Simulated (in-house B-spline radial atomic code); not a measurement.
Radial electron density of Hf5+, [Xe] 4f13. Computed with a radial B-spline atomic code at the basis-set limit: Dirac-Kohn-Sham LC-wPBE, spherical fractional occupations, Fermi nucleus of rms radius 5.347 fm.

Caution: exact exchange at fractional occupations of open shells leaves self-interaction of up to several eV.

Columns: r (bohr), 4πr²n(r) (electrons per bohr), bar.

```
0.000634     3.36 #
0.000779    4.679 ##
0.000958    6.492 ##
 0.00118    8.971 ###
 0.00145    12.26 ####
 0.00178    16.57 ######
 0.00219    22.23 #######
 0.00269    29.36 ##########
  0.0033    38.07 #############
 0.00406    48.55 ################
 0.00499    60.34 ####################
 0.00613    72.75 ########################
 0.00753    84.62 ############################
 0.00926    94.39 ################################
  0.0114    100.3 ##################################
   0.014    101.1 ##################################
  0.0172     97.4 #################################
  0.0211    92.01 ###############################
   0.026    89.67 ##############################
  0.0319    95.08 ################################
  0.0392    108.8 #####################################
  0.0482    124.3 ##########################################
  0.0592    130.8 ############################################
  0.0728    122.1 #########################################
  0.0895    106.4 ####################################
    0.11      101 ##################################
   0.135    111.4 #####################################
   0.166    119.1 ########################################
   0.204    102.7 ###################################
   0.251    72.25 ########################
   0.309    58.78 ####################
   0.379    66.48 ######################
   0.466    69.26 #######################
   0.573    53.88 ##################
   0.704    33.76 ###########
   0.865    21.34 #######
    1.06    15.12 #####
    1.31    9.659 ###
    1.61     4.69 ##
    1.97    1.593 #
    2.43   0.3281 
    2.98  0.04153 
    3.67 0.002559 
    4.51  7.6e-05
```

On this grid the curve has 4 maxima, near 0.014, 0.0592, 0.166, 0.466 bohr.

The 5p1/2 radial function P(r) = rR(r), positive near the nucleus, with its small component Q(r) (sign convention: Q ≈ (P' + κP/r)/2c):

```json
{"r (bohr)": "0.000278", "P": "0.001461", "Q": "0.00498"}
{"r (bohr)": "0.00042", "P": "0.002233", "Q": "0.007042"}
{"r (bohr)": "0.000634", "P": "0.0034", "Q": "0.0099"}
{"r (bohr)": "0.000958", "P": "0.005245", "Q": "0.01384"}
{"r (bohr)": "0.00145", "P": "0.008275", "Q": "0.0192"}
{"r (bohr)": "0.00219", "P": "0.01337", "Q": "0.02623"}
{"r (bohr)": "0.0033", "P": "0.02209", "Q": "0.03506"}
{"r (bohr)": "0.00499", "P": "0.03738", "Q": "0.04553"}
{"r (bohr)": "0.00753", "P": "0.06344", "Q": "0.05625"}
{"r (bohr)": "0.0114", "P": "0.1061", "Q": "0.06433"}
{"r (bohr)": "0.0172", "P": "0.1672", "Q": "0.06439"}
{"r (bohr)": "0.026", "P": "0.2352", "Q": "0.04998"}
{"r (bohr)": "0.0392", "P": "0.2618", "Q": "0.01871"}
{"r (bohr)": "0.0592", "P": "0.1582", "Q": "-0.01929"}
{"r (bohr)": "0.0895", "P": "-0.1224", "Q": "-0.03705"}
{"r (bohr)": "0.135", "P": "-0.37", "Q": "-0.01509"}
{"r (bohr)": "0.204", "P": "-0.1477", "Q": "0.0199"}
{"r (bohr)": "0.309", "P": "0.4476", "Q": "0.01813"}
{"r (bohr)": "0.466", "P": "0.3903", "Q": "-0.008696"}
{"r (bohr)": "0.704", "P": "-0.527", "Q": "-0.01471"}
{"r (bohr)": "1.06", "P": "-1.069", "Q": "-0.003986"}
{"r (bohr)": "1.61", "P": "-0.6904", "Q": "0.001788"}
{"r (bohr)": "2.43", "P": "-0.1765", "Q": "0.0009459"}
{"r (bohr)": "3.67", "P": "-0.01372", "Q": "9.55e-05"}
```
